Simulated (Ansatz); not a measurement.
# Interaction energy ladder

The pair of CO (SMILES [C-]#[O+], atoms 1–2) and SbH₃ (SMILES [SbH3], atoms 3–6), both closed shells, in one local arrangement (a lower one may exist), relaxed at PBE0-D4/def2-TZVP:

```xyz
6
angstrom
C 0.2020 -0.1152 -3.4584
O 0.0463 -0.0942 -2.3458
Sb -0.5343 0.5296 1.1904
H -0.2475 0.2712 2.8546
H 1.1406 0.5591 0.8621
H -0.6073 -1.1503 0.8973
```

Ansatz 0.2.0; basis: def2-TZVPPD, with def2-QZVPPD for the basis limit; cores frozen in the correlated methods. Filled d shells of the heavier atoms are correlated. Core potentials replace the inner electrons of the atoms past krypton. The def2 sets are not built for correlating such inner shells, so the correlated values are less sure here. B3LYP uses VWN-RPA correlation. Extrapolation: Hartree–Fock as exp(−7.88 √X), correlation as X^−2.97. Interaction energies count from these two fragments, frozen as in the pair, with the counterpoise correction; negative means bound.

Problem. What is the interaction energy by CCSD(T) at an estimated basis limit (MP2 extrapolated from triple and quadruple zeta, plus CCSD(T) − MP2 in triple zeta)? (Judge from chemistry; the value comes from the calculation.)

Solution. By the calculation: -2.7 kJ/mol. Hartree–Fock alone gives 0.3 kJ/mol at the basis limit, so without correlation the pair would not bind at this distance. It counts from the two fragments frozen as in the pair.

The same quantity by other methods in triple zeta, and each one's difference from that estimate:
```tsv
method	E_int (kJ/mol)	difference
PBE-D4	-3.2	-0.5
revPBE-D4	-2.3	0.4
BLYP-D4	-2.2	0.4
r2SCAN-D4	-2.2	0.4
B97M-V	-2.7	0.0
PBE0-D4	-3.0	-0.4
B3LYP-D4	-2.8	-0.2
HSE06-D4	-3.1	-0.4
wB97X-V	-2.9	-0.2
wB97M-V	-2.7	0.0
B2PLYP	-0.7	2.0
HF	0.4	3.0
MP2	-2.5	0.2
CCSD	-1.8	0.9
CCSD(T)	-2.3	0.4
```
Differences are method less estimate.

Basis-set superposition shift (counterpoise-corrected less uncorrected): CCSD(T) 2.1; MP2 2.1; HF 0.1; PBE0-D4 0.1; wB97M-V 0.1 kJ/mol.

T1 diagnostic: at most 0.020.

For scale, one of the runs: CCSD(T)/def2-TZVPPD, 184 basis functions, launched by `ansatz run in.yaml --threads 2 --pin off --events-out ev --progress --plain --max-ram 5222MiB`. Time: 2 min of wall clock on 2 CPU threads of an Arm Neoverse N1; the host was shared. Peak host memory: 2.1 GiB.
